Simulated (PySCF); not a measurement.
## Computed properties of Ge(All)(H)3 (C₃H₈Ge), SMILES C=C[CH2][GeH3]

Ge(All)(H)3 (C₃H₈Ge), SMILES C=C[CH2][GeH3]. The structure is a stationary point at B3LYP-D3(BJ)/def2-SVP. The values are those of a single conformer. All values are computed for the isolated molecule unless a solvent is named; none is compared with measurement here.

**Structure.** All 30 harmonic modes at B3LYP-D3(BJ)/def2-SVP (PySCF) are real, so it is a minimum. With heavy atoms numbered as in [GeH3:1][CH2:2][CH:3]=[CH2:4], the shortest bond between them is C3–C4 at 1.338 Å and the longest Ge1–C2 at 1.986 Å.

**Vibrations.** The strongest infrared lines (harmonic, unscaled, degenerate partners summed) lie at 831 cm⁻¹ (195 km/mol, H 96 %), 2115 cm⁻¹ (137 km/mol, H 99 %), 2124 cm⁻¹ (119 km/mol, H 99 %). The softest mode is at 84 cm⁻¹ and the zero-point energy is 58.3 kcal/mol.

**Electronic structure.** HF/def2-TZVP (PySCF) places the frontier levels at -9.39 and 3.50 eV, a gap of 12.89 eV, and gives a dipole moment of 0.49 D and a mean polarisability of 67.0 bohr³. PBE/def2-TZVP (PySCF) at the same geometry gives -6.02 and -0.93 eV, so its gap is 7.80 eV narrower. An orbital gap is neither the optical nor the fundamental gap.

**Excitations.** TDA-CAM-B3LYP/def2-SVPD (PySCF) has S1 at 6.73 eV (184 nm, f = 0.010, weak); the most intense of the 10 singlets computed lies at 7.04 eV (f = 0.65). T1 (TDA) is at 4.17 eV, 2.56 eV under S1. TDA-PBE/def2-SVPD (PySCF) puts S1 at 5.84 eV. No vertical singlet excitation falls in the visible range (under 3.1 eV).

**NMR.** GIAO shifts at PBE0/pcSseg-1 (PySCF) (non-relativistic, atoms alike by connectivity averaged): ¹³C from 22.6 to 146.8 ppm against TMS; ¹H from 2.1 to 6.3 ppm against TMS.
